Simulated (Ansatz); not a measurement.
Reaction (isomerisation): `[SiH3]C=C=C[SiH3]` → `C=C=C([SiH3])[SiH3]`

Isolated molecules relaxed with PBE0-D4/def2-TZVP in Ansatz; ΔE leaves out vibrations. CCSD(T)/CBS is the MP2 limit (def2-TZVPP, def2-QZVPP) plus CCSD(T) − MP2 in def2-TZVPP, frozen cores. Functionals use def2-TZVPP.

(1) Is it downhill or uphill in electronic energy at CCSD(T)/CBS, and by how much? (An estimate is asked.)

(2) What do these levels give: B97M-V, PBE0-D4, BLYP, CAM-B3LYP, MP2/def2-SVP, CCSD(T)/def2-TZVPP? (An estimate is asked.)

Largest T1 diagnostic among the species: 0.013.

## Answers

(1) Ansatz gave: Downhill: ΔE = -4.0 kJ/mol.

(2) The calculation gave: B97M-V -1.8, PBE0-D4 -3.6, BLYP 0.7, CAM-B3LYP -0.5, MP2/def2-SVP -5.8, CCSD(T)/def2-TZVPP -3.7 kJ/mol.

In def2-TZVPP, CCSD(T) changes the Hartree–Fock value by −3.5 kJ/mol (the triples alone add −0.7 kJ/mol) and MP2 by −5.1 kJ/mol. Leaving LDA and LC-ωPBE aside and taking each functional with its dispersion term where it has one, the values, not all of them listed here, spread over 2.8 kJ/mol, from BHLYP-D4 to B97M-V. The D4 term adds −3.8 kJ/mol with B3LYP and −2.0 kJ/mol with PBE0; it sums over pairs of atoms, weighted by their polarisabilities, and B3LYP, whose exchange is more repulsive, gets the larger term.

B3LYP here is the variant with VWN-RPA as its local correlation; programs differ in this.
